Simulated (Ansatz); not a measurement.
Molecule (SMILES): [Si]Cl (Si-Cl), doublet.
Atoms: Si1, Cl2. Bonds: Si1-Cl2.

Basis-set convergence of the optimised Si1-Cl2 bond length at PBE with Ansatz (a first-principles code). Cartesian d functions, on some or all atoms, in 6-311G**, 6-311+G**; all else is spherical. The program fits the integrals of some runs and decomposes those of others, by size. Open shells are unrestricted. No added dispersion term, no relativity. Reference: the value in pcseg-4, 2.0826 Å, itself unsure by roughly 0.0001 Å (its mean distance from aug-pcseg-3, aug-cc-pV(Q+d)Z, cc-pV(5+d)Z). Deviations are taken from unrounded values.

```tsv
basis	functions	optimised Si1-Cl2 bond length (Å)
def2-SVP	36	2.1015
def2-SVPD	51	2.1185
pcseg-1	36	2.1108
aug-pcseg-1	54	2.1085
cc-pV(D+d)Z	46	2.1006
aug-cc-pV(D+d)Z	64	2.1038
6-311G**	54	2.1038
6-311+G**	62	2.1024
pcseg-2	68	2.0841
aug-pcseg-2	100	2.0860
def2-TZVP	74	2.0846
def2-TZVPD	89	2.0854
cc-pV(T+d)Z	78	2.0855
aug-cc-pV(T+d)Z	110	2.0858
def2-TZVPP	84	2.0844
def2-TZVPPD	99	2.0852
cc-pV(Q+d)Z	128	2.0827
aug-cc-pV(Q+d)Z	178	2.0824
pcseg-3	128	2.0827
aug-pcseg-3	178	2.0826
def2-QZVPP	140	2.0834
def2-QZVPPD	155	2.0834
```

What the diffuse functions change, pair by pair:
- def2-SVP to def2-SVPD: 15 more functions, deviation 0.0189 to 0.0359 Å
- pcseg-1 to aug-pcseg-1: 18 more functions, deviation 0.0282 to 0.0259 Å
- cc-pV(D+d)Z to aug-cc-pV(D+d)Z: 18 more functions, deviation 0.0180 to 0.0212 Å
- 6-311G** to 6-311+G**: 8 more functions, deviation 0.0212 to 0.0198 Å
- pcseg-2 to aug-pcseg-2: 32 more functions, deviation 0.0016 to 0.0034 Å
- def2-TZVP to def2-TZVPD: 15 more functions, deviation 0.0020 to 0.0028 Å
- cc-pV(T+d)Z to aug-cc-pV(T+d)Z: 32 more functions, deviation 0.0029 to 0.0032 Å
- def2-TZVPP to def2-TZVPPD: 15 more functions, deviation 0.0018 to 0.0026 Å
- cc-pV(Q+d)Z to aug-cc-pV(Q+d)Z: 50 more functions, deviation 0.0001 to -0.0001 Å
- pcseg-3 to aug-pcseg-3: 50 more functions, deviation 0.0001 to 0.0000 Å
- def2-QZVPP to def2-QZVPPD: 15 more functions, deviation 0.0008 to 0.0009 Å

They bring the value nearer the reference by more than 0.0001 Å in 2 of 11 pairs.
